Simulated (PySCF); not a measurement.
**MH₂ across group 6**

Level: PBE0, basis family def2-TZVP, scalar-relativistic core potentials from Rb on and no relativity for lighter atoms.

Each entry is the lowest minimum that a search over a few typed start shapes (and spin states, where more than one is plausible) found, or that minimum re-optimised at the stated level; isomers with ligand–ligand bonds, or fragments after loss of a ligand pair, can lie lower. Open shells are unrestricted; no spin–orbit coupling; PySCF with density fitting.

```json
{"molecule": "CrH₂", "2S+1": "5", "point group": "C2v", "mean bond to the central atom (Å)": "1.648", "polar-tensor charge of the central atom": "0.78", "dipole (D)": "3.51", "distinct angles (°)": "111"}
{"molecule": "MoH₂", "2S+1": "5", "point group": "C2v", "mean bond to the central atom (Å)": "1.706", "polar-tensor charge of the central atom": "0.73", "dipole (D)": "2.95", "distinct angles (°)": "108"}
{"molecule": "WH₂", "2S+1": "5", "point group": "C2v", "mean bond to the central atom (Å)": "1.713", "polar-tensor charge of the central atom": "0.57", "dipole (D)": "2.22", "distinct angles (°)": "113"}
```

The bond lengthens at every step; the largest change, 0.058 Å, falls between CrH₂ and MoH₂ among the members listed.

The 4d and 5d members differ by only 0.007 Å, the mark of the lanthanide contraction and relativistic shrinkage of 6s.

Some spin contamination in CrH₂.

Spin–orbit coupling can matter for WH₂.

Left out of the table are members whose search was unfinished or whose lowest solution was spin-contaminated, unstable, very soft or bonded differently.

Open d and f shells are single-determinant solutions and may miss the true ground state.
